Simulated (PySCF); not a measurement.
A structure optimised at PBE-D3(BJ)/def2-SVP, used in a PySCF frequency run:

```
C
F 1 1.3432
F 1 1.3432 2 109.48
F 1 1.3563 2 108.02 3 117.40
C 1 1.5189 2 109.68 4 122.20
F 5 1.3276 1 114.60 2 174.07
F 5 1.3276 6 112.42 1 -133.15
```
Charge 0, spin multiplicity 2.

Question: Write its SMILES, formula and point group.

Answer: F[C](F)C(F)(F)F, C2F5, Cs

Question: What are its rotational constants (standard atomic weights)?

Answer: 3.6784, 2.3682, 1.9442 GHz
